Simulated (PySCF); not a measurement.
C4H11BO2, SMILES B(OC)OC(C)C.

Geometry optimised at B3LYP-D3(BJ)/def2-SVP. One conformer was computed; it need not be the lowest.

Method: PySCF 2.14.0 with B3LYP-D3(BJ)/def2-SVP.

No scaling factor is applied to the harmonic values.

| mode | ν (cm⁻¹) | IR (km/mol) | moving atoms (share of kinetic energy) |
|---|---|---|---|
| 1 | 45 | 0.6 | C 55 %, H 29 %, O 13 % |
| 2 | 99 | 0.0 | H 94 % |
| 3 | 131 | 2.5 | C 47 %, H 25 %, O 23 % |
| 4 | 139 | 4.0 | O 64 %, H 21 %, C 15 % |
| 5 | 233 | 0.0 | H 98 % |
| 6 | 244 | 0.4 | H 46 %, B 34 %, C 15 % |
| 7 | 270 | 0.3 | H 84 % |
| 8 | 302 | 3.1 | O 33 %, C 32 %, H 27 % |
| 9 | 362 | 0.9 | H 38 %, C 34 %, O 25 % |
| 10 | 407 | 3.0 | C 48 %, H 31 %, O 20 % |
| 11 | 486 | 5.6 | C 35 %, H 33 %, O 31 % |
| 12 | 632 | 10.6 | O 51 %, C 18 %, B 18 %, H 13 % |
| 13 | 802 | 5.3 | C 41 %, H 33 %, O 19 % |
| 14 | 910 | 39.0 | H 59 %, B 36 % |
| 15 | 928 | 5.8 | H 61 %, C 34 % |
| 16 | 932 | 3.6 | H 64 %, C 31 % |
| 17 | 947 | 0.8 | H 67 %, C 32 % |
| 18 | 1016 | 69.8 | O 27 %, H 26 %, B 24 %, C 22 % |
| 19 | 1116 | 2.9 | H 71 %, C 21 % |
| 20 | 1154 | 102.2 | H 47 %, C 33 %, O 19 % |
| 21 | 1162 | 9.0 | C 51 %, H 47 % |
| 22 | 1183 | 21.9 | H 58 %, C 26 %, O 14 % |
| 23 | 1188 | 0.6 | H 76 %, C 19 % |
| 24 | 1194 | 11.9 | H 51 %, C 46 % |
| 25 | 1301 | 93.9 | O 51 %, B 20 %, C 14 %, H 14 % |
| 26 | 1357 | 5.5 | H 77 %, C 23 % |
| 27 | 1367 | 161.1 | H 75 %, C 14 % |
| 28 | 1397 | 22.4 | H 66 %, C 34 % |
| 29 | 1403 | 58.3 | H 74 %, C 25 % |
| 30 | 1432 | 414.7 | H 48 %, B 31 %, O 12 %, C 9 % |
| 31 | 1455 | 2.7 | H 94 % |
| 32 | 1460 | 0.9 | H 96 % |
| 33 | 1467 | 3.8 | H 95 % |
| 34 | 1471 | 2.9 | H 97 % |
| 35 | 1478 | 17.8 | H 94 % |
| 36 | 1484 | 5.6 | H 95 % |
| 37 | 1512 | 234.5 | H 53 %, B 28 %, O 15 % |
| 38 | 2589 | 174.8 | H 91 %, B 9 % |
| 39 | 3012 | 71.0 | H 98 % |
| 40 | 3032 | 15.0 | H 97 % |
| 41 | 3036 | 12.9 | H 97 % |
| 42 | 3042 | 16.4 | H 92 % |
| 43 | 3098 | 27.8 | H 90 %, C 10 % |
| 44 | 3100 | 29.0 | H 90 %, C 10 % |
| 45 | 3116 | 3.1 | H 90 %, C 10 % |
| 46 | 3124 | 39.2 | H 91 %, C 9 % |
| 47 | 3127 | 21.4 | H 90 %, C 10 % |
| 48 | 3130 | 20.9 | H 90 %, C 10 % |
